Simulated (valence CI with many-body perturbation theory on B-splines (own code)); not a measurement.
**Forbidden lines of Tl7+**

Calculated by relativistic CI+MBPT: six valence electrons over a frozen Dirac-Fock core [Xe] 4f14, radial functions for each j: 7 s, 7 p, 8 d, 6 f, 4 g, 1 h, with the one-electron correlation potential Σ1, the two-electron term Σ2, the three-electron term Σ3, Breit, model QED; selected CI, second order for the rest, scaled by the run's own slope (own B-spline code, finite nucleus).

No measured levels were compared; by estimate terms of the open shell hold to 2 to 4 % of their energy, and close levels can change places; different configurations can be misplaced against each other by 1,000 to 8,000 cm⁻¹. Among the levels kept, up to 680 cm⁻¹ of a level comes from second order outside the variational space, and about a tenth of that is noise between levels of different J, which matters for small intervals. Only levels of the ground parity were solved; by the run's estimate the other parity begins above the list, which can be wrong where configurations are misplaced.

Lines 51 to 100 of 116 in falling wavelength, among levels below 9.866 eV, chosen from the decays that carry over 1 % of a level's rate. Wavelengths and rates use the calculated energies, so an error of 2000 cm⁻¹ moves a line at 4040 Å by 8.1 % and its rate by three times that or more. Electric multipoles are in the length gauge, E1 and E2 with the static RPA response of the core. Weak lines are less certain than strong ones. Lines between different terms over intervals too small for the method are left out, as are lines whose strength nearly cancels. Where a level lies close to another of its J and parity, the split of strength between their lines is uncertain. The highest levels of a list are the least certain. Branching is blank where the lifetime is uncertain.

Levels are named by their leading jj configuration (3d3/2^4 stands for four electrons in 3d with j = 3/2), which in mixed levels can hold well under half, so a name can repeat and another be missing. Letters in brackets count levels of one name in rising energy.

| λ vac (Å) | Upper | Lower | Type | A (s⁻¹) | Branch % |
| --- | --- | --- | --- | --- | --- |
| 4040 | (5d3/2 5d5/2^5) J=1 | (5d3/2^3 5d5/2^3) J=2 [b] | M1 | 6.45e+01 | 5.6 |
| 3877 | (5d3/2^2 5d5/2^4) J=4 [b] | (5d3/2^3 5d5/2^3) J=4 | M1 | 1.43e+02 | 48.9 |
| 3872 | (5d3/2^2 5d5/2^4) J=2 [c] | (5d3/2^3 5d5/2^3) J=3 [c] | M1 | 1.52e+01 | 3.1 |
| 3799 | (5d3/2 5d5/2^5) J=1 | (5d3/2^2 5d5/2^4) J=0 | M1 | 1.60e+02 | 14.1 |
| 3788 | (5d3/2^2 5d5/2^4) J=6 | (5d3/2^3 5d5/2^3) J=6 | M1 | 1.00e+02 | 68.6 |
| 3782 | (5d3/2^3 5d5/2^3) J=2 [a] | (5d3/2^4 5d5/2^2) J=2 | M1 | 9.73e+01 | 44.5 |
| 3778 | (5d3/2^2 5d5/2^4) J=4 [d] | (5d3/2^2 5d5/2^4) J=5 | M1 | 7.94e+01 | 15.7 |
| 3753 | (5d3/2^3 5d5/2^3) J=1 [b] | (5d3/2^3 5d5/2^3) J=1 [a] | M1 | 4.58e+01 | 29.6 |
| 3734 | (5d3/2^2 5d5/2^4) J=4 [d] | (5d3/2^3 5d5/2^3) J=3 [c] | M1 | 5.07e+01 | 10.0 |
| 3695 | (5d3/2^2 5d5/2^4) J=6 | (5d3/2^3 5d5/2^3) J=5 | M1 | 4.53e+01 | 31.0 |
| 3665 | (5d3/2^2 5d5/2^4) J=0 | (5d3/2^3 5d5/2^3) J=1 [a] | M1 | 5.50e+02 | 100.0 |
| 3640 | (5d3/2^3 5d5/2^3) J=3 [b] | (5d3/2^4 5d5/2^2) J=2 | M1 | 1.47e+01 | 9.4 |
| 3578 | (5d3/2^2 5d5/2^4) J=2 [b] | (5d3/2^2 5d5/2^4) J=2 [a] | M1 | 1.12e+02 | 35.6 |
| 3561 | (5d3/2^3 5d5/2^3) J=1 [b] | (5d3/2^4 5d5/2^2) J=0 | M1 | 7.64e+01 | 49.4 |
| 3539 | (5d3/2^3 5d5/2^3) J=3 [c] | (5d3/2^3 5d5/2^3) J=4 | M1 | 4.78e+01 | 17.4 |
| 3501 | (5d3/2^2 5d5/2^4) J=5 | (5d3/2^3 5d5/2^3) J=4 | M1 | 4.54e+00 | 2.6 |
| 3465 | (5d3/2^3 5d5/2^3) J=2 [b] | (5d3/2^3 5d5/2^3) J=1 [a] | M1 | 1.16e+01 | 8.9 |
| 3431 | (5d3/2^2 5d5/2^4) J=2 [c] | (5d3/2^3 5d5/2^3) J=2 [b] | M1 | 1.01e+02 | 20.9 |
| 3420 | (5d3/2^2 5d5/2^4) J=4 [d] | (5d3/2^2 5d5/2^4) J=4 [b] | M1 | 1.45e+01 | 2.9 |
| 3372 | (5d3/2^3 5d5/2^3) J=5 | (5d3/2^4 5d5/2^2) J=4 | M1 | 2.47e+01 | 86.2 |
| 3361 | (5d3/2^2 5d5/2^4) J=4 [c] | (5d3/2^3 5d5/2^3) J=3 [b] | M1 | 4.90e+01 | 20.8 |
| 3338 | (5d3/2^2 5d5/2^4) J=2 [a] | (5d3/2^4 5d5/2^2) J=2 | M1 | 1.68e+01 | 5.3 |
| 3298 | (5d3/2^3 5d5/2^3) J=6 | (5d3/2^4 5d5/2^2) J=4 | E2 | 1.24e-03 |  |
| 3285 | (5d3/2^2 5d5/2^4) J=2 [b] | (5d3/2^3 5d5/2^3) J=3 [b] | M1 | 7.15e+01 | 22.7 |
| 3189 | (5d3/2^2 5d5/2^4) J=2 [c] | (5d3/2^3 5d5/2^3) J=1 [b] | M1 | 7.82e+01 | 16.2 |
| 3187 | (5d3/2^3 5d5/2^3) J=0 | (5d3/2^3 5d5/2^3) J=1 [a] | M1 | 4.52e+01 | 80.0 |
| 3178 | (5d3/2^2 5d5/2^4) J=2 [b] | (5d3/2^3 5d5/2^3) J=2 [a] | M1 | 3.37e+01 | 10.7 |
| 3114 | (5d3/2^2 5d5/2^4) J=4 [d] | (5d3/2^2 5d5/2^4) J=4 [a] | M1 | 1.47e+02 | 29.0 |
| 3088 | (5d3/2^2 5d5/2^4) J=3 [a] | (5d3/2^3 5d5/2^3) J=4 | M1 | 9.79e+00 | 5.4 |
| 2987 | (5d3/2^3 5d5/2^3) J=2 [b] | (5d3/2^3 5d5/2^3) J=3 [a] | M1 | 4.17e+01 | 31.8 |
| 2985 | (5d3/2^2 5d5/2^4) J=3 [b] | (5d3/2^3 5d5/2^3) J=4 | M1 | 9.12e+01 | 44.7 |
| 2915 | (5d3/2 5d5/2^5) J=1 | (5d3/2^2 5d5/2^4) J=2 [a] | M1 | 4.26e+02 | 37.3 |
| 2912 | (5d3/2^2 5d5/2^4) J=4 [b] | (5d3/2^3 5d5/2^3) J=3 [a] | M1 | 1.39e+01 | 4.8 |
| 2811 | (5d3/2^3 5d5/2^3) J=3 [b] | (5d3/2^4 5d5/2^2) J=4 | M1 | 9.31e+01 | 59.3 |
| 2803 | (5d3/2^2 5d5/2^4) J=4 [c] | (5d3/2^3 5d5/2^3) J=5 | M1 | 1.36e+02 | 57.6 |
| 2717 | (5d3/2^3 5d5/2^3) J=3 [c] | (5d3/2^3 5d5/2^3) J=3 [a] | M1 | 8.21e+01 | 29.9 |
| 2681 | (5d3/2^3 5d5/2^3) J=1 [b] | (5d3/2^4 5d5/2^2) J=2 | M1 | 1.61e+01 | 10.4 |
| 2644 | (5d3/2 5d5/2^5) J=1 | (5d3/2^3 5d5/2^3) J=2 [a] | M1 | 3.57e+02 | 31.2 |
| 2584 | (5d3/2^2 5d5/2^4) J=2 [c] | (5d3/2^2 5d5/2^4) J=2 [a] | M1 | 2.04e+01 | 4.2 |
| 2531 | (5d3/2^3 5d5/2^3) J=2 [b] | (5d3/2^4 5d5/2^2) J=2 | M1 | 5.98e+01 | 45.6 |
| 2443 | (5d3/2^2 5d5/2^4) J=3 [a] | (5d3/2^3 5d5/2^3) J=3 [a] | M1 | 8.30e+01 | 46.1 |
| 2428 | (5d3/2^2 5d5/2^4) J=2 [c] | (5d3/2^3 5d5/2^3) J=3 [b] | M1 | 4.43e+01 | 9.2 |
| 2379 | (5d3/2^3 5d5/2^3) J=0 | (5d3/2^4 5d5/2^2) J=2 | E2 | 1.00e+01 | 17.7 |
| 2378 | (5d3/2^2 5d5/2^4) J=3 [b] | (5d3/2^3 5d5/2^3) J=3 [a] | M1 | 4.91e+00 | 2.4 |
| 2368 | (5d3/2^2 5d5/2^4) J=2 [c] | (5d3/2^3 5d5/2^3) J=2 [a] | M1 | 6.18e+01 | 12.8 |
| 2345 | (5d3/2^2 5d5/2^4) J=4 [c] | (5d3/2^3 5d5/2^3) J=4 | M1 | 2.49e+00 | 1.1 |
| 2334 | (5d3/2^3 5d5/2^3) J=3 [c] | (5d3/2^4 5d5/2^2) J=2 | M1 | 1.47e+01 | 5.3 |
| 2273 | (5d3/2^2 5d5/2^4) J=1 | (5d3/2^3 5d5/2^3) J=1 [a] | M1 | 8.32e+01 | 32.0 |
| 2193 | (5d3/2^2 5d5/2^4) J=4 [a] | (5d3/2^4 5d5/2^2) J=4 | M1 | 8.59e+00 | 5.7 |
| 2129 | (5d3/2^2 5d5/2^4) J=3 [a] | (5d3/2^4 5d5/2^2) J=2 | M1 | 1.93e+01 | 10.7 |
